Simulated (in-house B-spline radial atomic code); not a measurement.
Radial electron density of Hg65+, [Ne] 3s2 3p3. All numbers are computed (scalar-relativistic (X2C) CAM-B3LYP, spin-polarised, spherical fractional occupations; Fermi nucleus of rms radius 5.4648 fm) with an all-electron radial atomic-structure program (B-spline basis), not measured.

One-electron X2C: radii and densities carry no picture-change correction, so inner-shell <1/r> comes out high (for 1s by about 2 % at Z = 33, 5 % at 54, 10 % at 75, 30 % at 118) and <r> low.

Columns: r (bohr), 4πr²n(r) (electrons per bohr), bar.

```
 0.00025    2.941 #
0.000295    3.693 #
0.000348    4.621 ##
 0.00041    5.757 ##
0.000484    7.174 ##
0.000571     8.91 ###
0.000673    11.02 ####
0.000794    13.61 ####
0.000936    16.74 ######
  0.0011    20.42 #######
  0.0013    24.98 ########
 0.00154    30.47 ##########
 0.00181     36.6 ############
 0.00214    43.92 ##############
 0.00252    52.03 #################
 0.00297    61.04 ####################
 0.00351    70.93 #######################
 0.00414    81.07 ###########################
 0.00488    91.05 ##############################
 0.00575    100.2 #################################
 0.00678    107.9 ####################################
   0.008    113.1 #####################################
 0.00944    115.2 ######################################
  0.0111    113.7 ######################################
  0.0131      109 ####################################
  0.0155    102.2 ##################################
  0.0183    95.71 ################################
  0.0215    92.37 ##############################
  0.0254    94.55 ###############################
    0.03    103.4 ##################################
  0.0353    116.4 ######################################
  0.0417      129 ###########################################
  0.0492    133.4 ############################################
   0.058    124.4 #########################################
  0.0684    102.4 ##################################
  0.0807    74.66 #########################
  0.0951     52.4 #################
   0.112    42.23 ##############
   0.132    41.56 ##############
   0.156    41.13 ##############
   0.184    33.86 ###########
   0.217    21.24 #######
   0.256    9.661 ###
   0.302    3.052 #
   0.356   0.6416 
    0.42   0.0832 
   0.496 0.006151 
   0.585 0.000242
```

On this grid the curve has 2 maxima, near 0.00944, 0.0492 bohr.

The 3s up radial function P(r) = rR(r), positive near the nucleus:

```json
{"r (bohr)": "0.00025", "P": "0.228"}
{"r (bohr)": "0.000348", "P": "0.2856"}
{"r (bohr)": "0.000484", "P": "0.3555"}
{"r (bohr)": "0.000673", "P": "0.4399"}
{"r (bohr)": "0.000936", "P": "0.5407"}
{"r (bohr)": "0.0013", "P": "0.6581"}
{"r (bohr)": "0.00181", "P": "0.7916"}
{"r (bohr)": "0.00252", "P": "0.9342"}
{"r (bohr)": "0.00351", "P": "1.072"}
{"r (bohr)": "0.00488", "P": "1.176"}
{"r (bohr)": "0.00678", "P": "1.206"}
{"r (bohr)": "0.00944", "P": "1.095"}
{"r (bohr)": "0.0131", "P": "0.7735"}
{"r (bohr)": "0.0183", "P": "0.175"}
{"r (bohr)": "0.0254", "P": "-0.6334"}
{"r (bohr)": "0.0353", "P": "-1.421"}
{"r (bohr)": "0.0492", "P": "-1.691"}
{"r (bohr)": "0.0684", "P": "-0.9118"}
{"r (bohr)": "0.0951", "P": "0.861"}
{"r (bohr)": "0.132", "P": "2.5"}
{"r (bohr)": "0.184", "P": "2.625"}
{"r (bohr)": "0.256", "P": "1.39"}
{"r (bohr)": "0.356", "P": "0.3407"}
{"r (bohr)": "0.496", "P": "0.03055"}
```
